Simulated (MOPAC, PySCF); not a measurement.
C6H4S2, SMILES `s1c2ccsc2cc1`, neutral singlet in the gas phase. 

Cartesian coordinates (Å):
SMILES: c1cc2sccc2s1
```xyz
12

C     -2.2616    -0.4119    -0.0582
C     -1.6382     0.8166     0.0406
C     -0.2185     0.6681     0.0470
S      1.1429     1.7512     0.1441
C      2.2616     0.4119     0.0582
C      1.6382    -0.8166    -0.0406
C      0.2185    -0.6681    -0.0470
S     -1.1429    -1.7512    -0.1441
H     -3.3393    -0.6158    -0.0866
H     -2.1789     1.7697     0.1049
H      3.3393     0.6158     0.0866
H      2.1789    -1.7697    -0.1049
```
Charge 0, spin multiplicity 1.

All levels are single points at this geometry (PBE-D3(BJ)/def2-SVP); Pople sets use spherical d functions. Orbital energies aren't observables, and empty levels follow the basis.

| level | HOMO (eV) | LUMO (eV) | gap (eV) | dipole (D) | vertical IE, Delta-SCF (eV) |
|---|---|---|---|---|---|
| PBE-D3(BJ)/def2-TZVP in PySCF | -5.33 | -1.72 | 3.61 | 0.00 | 7.89 |
| B3LYP/3-21G in PySCF | -5.96 | -0.83 | 5.13 | 0.00 | – |
| B3LYP/6-311+G** in PySCF | -6.10 | -1.16 | 4.94 | 0.00 | – |
| B3LYP/6-31G* in PySCF | -5.79 | -0.77 | 5.01 | 0.00 | 7.78 |
| B3LYP/LANL2DZ in PySCF | -6.13 | -1.06 | 5.07 | 0.00 | – |
| PBE/6-31G* in PySCF | -5.06 | -1.41 | 3.65 | 0.00 | 7.72 |
| SVWN5/6-31G* in PySCF | -5.21 | -1.57 | 3.64 | 0.00 | 7.91 |
| HF/3-21G in PySCF | -8.27 | 2.54 | 10.81 | 0.00 | – |
| PM3 in MOPAC | -8.86 | -0.92 | 7.93 | 0.00 | – |
